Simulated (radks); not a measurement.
Values are calculated unless marked as measured or tabulated.
Q: The vanadium ion V3+, 20 electrons, occupied as [Ar] 3d2. Level of theory: non-relativistic Kohn-Sham, r2SCAN, spin-polarised, spherical densities, point nucleus; open shells are filled with parallel spins first; meta-GGA in the generalised Kohn-Sham scheme (a radial shooting solver on a logarithmic mesh with Libxc functionals). Some entries of the table are withheld. Estimate them.

orbital,occ.,eigenvalue (hartree),<1/r> (bohr^-1),<r> (bohr)
1s down,1,-197.7478,22.52,0.06706
1s up,1,-197.7470,22.52,0.06706
2s up,1,-23.45416,4.751,0.3104
2s down,1,-23.41338,4.757,0.3099
2p up,3,-19.93291,4.676,0.2751
2p down,3,-19.90199,4.682,0.2746
3s up,1,-3.90725,1.485,0.9436
3s down,1,-3.79919,1.479,0.9464
3p up,3,(1),1.370,0.9950
3p down,3,(2),1.365,0.9982
3d up,2,-1.39428,1.098,(3)
3d down,0,-1.28084,1.096,(4)
4s up,0,-0.98453,0.5257,2.532
4p up,0,-0.76849,0.4559,2.892

A: 
(1) 3p up eigenvalue (hartree): -2.92592
(2) 3p down eigenvalue (hartree): -2.81771
(3) 3d up <r> (bohr): 1.162
(4) 3d down <r> (bohr): 1.167
